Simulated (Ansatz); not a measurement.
`C=[CH][SnH2][CH]=C` → `[SnH3][CH2]C1=CC1`  (isomerisation)

Gas-phase electronic energies from Ansatz, PBE0-D4/def2-TZVP geometries. CBS: MP2 limit from def2 TZ/QZ plus the TZ coupled-cluster correction, frozen cores. Functionals use def2-TZVPP. Elements past krypton have def2 core potentials. For Sn outer-core shells are correlated without core-valence functions, which leaves a few kJ/mol of doubt a bond. Each species was taken in one conformer, which may not be the lowest.

```csv
level,ΔE (kJ/mol)
ωB97M-V,102.0
PBE,85.0
MP2/def2-TZVPP,99.7
MP2/CBS(def2),101.5
```

(1) What does CCSD(T)/CBS give? (Estimate.)

Largest T1 diagnostic among the species: 0.013.

## Answers

(1) Computed: +116.7 kJ/mol. The listed levels differ from it by -14.7, -31.7, -17.0, -15.2 kJ/mol.

In def2-TZVPP, CCSD(T) changes the Hartree–Fock value by −11.8 kJ/mol (the triples alone add +0.6 kJ/mol) and MP2 by −27.0 kJ/mol.
